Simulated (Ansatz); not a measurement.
A run for Ansatz (a first-principles code): R-r2SCAN/def2-TZVPPD on GeH4 (SMILES [GeH4]) with ghost functions. Files ending in .json are basis or fitting sets from the Basis Set Exchange.

Ansatz 0.2 input:
```yaml
crystal:
  periodic: [false, false, false]
  atoms:
    - {symbol: Ge, position_ang: [-0.10153450, 0.06868751, 3.60219950]}
    - {symbol: H, position_ang: [0.50993495, 1.37855715, 3.08510093]}
    - {symbol: H, position_ang: [-0.19727010, 0.11971945, 5.13477870]}
    - {symbol: H, position_ang: [0.78696216, -1.11182431, 3.18528012]}
    - {symbol: H, position_ang: [-1.50605679, -0.11149435, 3.00902848]}
basis:
  gaussian:
    orbitals: def2-TZVPPD.json
    ghost_atoms:
      - {symbol: C, position_ang: [0.10154463, -0.06870056, -0.20314418]}
      - {symbol: H, position_ang: [-0.57459387, -0.84581333, 0.15010535]}
      - {symbol: H, position_ang: [0.16497005, -0.10926554, -1.28954688]}
      - {symbol: H, position_ang: [-0.27483586, 0.90662026, 0.10205640]}
      - {symbol: H, position_ang: [1.09077818, -0.22655384, 0.22404995]}
hamiltonian:
  xc: {name: r2SCAN}
scf: {lower_state_search: off}
```

The log:

```
WARN ansatz: RAYON_NUM_THREADS=1 ignored (pool sized by the plan → 1); use --threads N
Functional definition: r2SCAN
these checks for a lower state are left out or cut short: stability, starts, cluster_reference, orbital_swaps, neighbouring_geometries, increment
integrals: 0.12 GiB planned
973 factors; their error is unknown
mean field: 0.92 GiB planned
mean field evaluation 1: about -56582.2251 eV, gradient 1.9e1 eV
mean field evaluation 2: about -56582.4862 eV, gradient 1.9e1 eV
mean field evaluation 4: about -56582.6804 eV, gradient 5.4e-1 eV
mean field evaluation 8: about -56582.6766 eV, gradient 2.5e-3 eV
mean field -56582.67660069 eV, -2079.3750119595 hartree, gradient 4.0e-6 eV, S^2 0.000000; 0 other end points of the search recorded, 0 dependent functions left out
reference -56582.67661224 eV, -2079.3750123843 hartree; 18, 18 occupied and 209, 209 virtual orbitals, 973 factors
Total energy: -56582.67661224 eV, -2079.3750123843 hartree
Checks for a lower state left out: stability, starts, cluster_reference, orbital_swaps, neighbouring_geometries, increment
```

The calculation finished and met its thresholds.

Cost: very roughly 4 core-seconds.
